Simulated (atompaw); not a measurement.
Reading a pseudo-wave (carbon)

Columns: radius, all-electron u(r) and pseudo u(r) of the 2p shell (level -5.23 eV) of carbon in the configuration [He] 2s2 2p2; PBEsol, scalar-relativistic, PAW (atompaw) scheme, atompaw 4.2.0.5.

```tsv
r (bohr)	all-electron	pseudo
0.062	0.0202	0.0056
0.123	0.0669	0.0219
0.185	0.1284	0.0489
0.246	0.1946	0.0846
0.308	0.2624	0.1289
0.369	0.3267	0.1788
0.431	0.3875	0.2342
0.492	0.4422	0.2915
0.554	0.4919	0.3506
0.615	0.5353	0.4079
0.677	0.5739	0.4636
0.738	0.6065	0.5144
0.800	0.6343	0.5608
0.862	0.6570	0.6011
0.923	0.6747	0.6343
0.985	0.6884	0.6612
1.046	0.6979	0.6811
1.108	0.7042	0.6951
1.169	0.7072	0.7032
1.231	0.7074	0.7065
1.292	0.7053	0.7057
1.354	0.7009	0.7017
1.415	0.6948	0.6954
1.477	0.6870	0.6873
1.538	0.6780	0.6780
1.600	0.6676	0.6676
```

Problem. How many radial nodes do the two functions have?

Solution. The all-electron 2p function has n − l − 1 = 0; the pseudo-wave has 0.

Problem. Where does each function peak?

Solution. Outermost all-electron maximum near 1.23 bohr, pseudo maximum near 1.23 bohr (to the table’s step).

Problem. Is the pseudo-wave norm-conserving?

Solution. No, it belongs to a PAW set: the norm inside the radius is not constrained, and the difference is carried by the augmentation charge.
